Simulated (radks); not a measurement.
Numerical settings for neutral titanium, [Ar] 3d2 4s2. Calculated with a radial shooting solver on a logarithmic mesh with Libxc functionals: non-relativistic Kohn-Sham, PBE, spin-polarised, spherical densities, point nucleus; open shells are filled with parallel spins first. The defaults (mesh step 0.008 in ln r, mesh end at 40 bohr or more with all orbitals vanishing there, Anderson mixing 0.5 over 9 steps, residual threshold near 1e-9 with the energy settled to 1e-9 hartree or 1e-11 of itself, here a cap of 83 iterations) give E = -849.1090 hartree and 4s at -4.142 eV in 14 iterations. Run on one thread of a shared host, so times are rough (Intel(R) Xeon(R) Platinum 8488C): 0.24 s of CPU time, 0.24 s wall, 14 iterations on 2669 mesh points. Changes against that run (0 stands for a change within the tolerance of the run):

| setting | iterations | converged | E (mhartree) | e(4s) (meV) | CPU (s) |
|---|---|---|---|---|---|
| mesh step in ln r 0.012 | 14 | yes | 0 | 0 | 0.18 |
| mesh step in ln r 0.08 | 14 | yes | +0.223 | -0.00966 | 0.05 |
| mesh step in ln r 0.12 | 2 | no | diverged | - | 0.01 |
| mesh end (bohr) 20 | 14 | yes | 0 | +0.00311 | 0.22 |
| mesh end (bohr) 8 | 14 | yes | +8.37 | +353 | 0.21 |
| residual threshold 0.01 | 8 | yes | 0 | +0.308 | 0.17 |
| residual threshold 1e-16 | 83 | no | 0 | 0 | 0.74 |
| mixing 0.2 | 16 | yes | 0 | 0 | 0.27 |
| linear mixing, mixing 0.05 | 83 | no | +0.00916 | -32.3 | 1.1 |
| linear mixing, mixing 0.8 | 83 | yes | 0 | 0 | 1.1 |
| mixing history 20 | 18 | yes | 0 | 0 | 0.3 |
| iteration cap 5 | 5 | no | +0.000273 | -4.11 | 0.13 |

Settings that end as converged yet miss the energy by more than 1 mhartree: mesh end (bohr) 8 (+0.00837 hartree). A mesh that ends early acts as a hard wall.
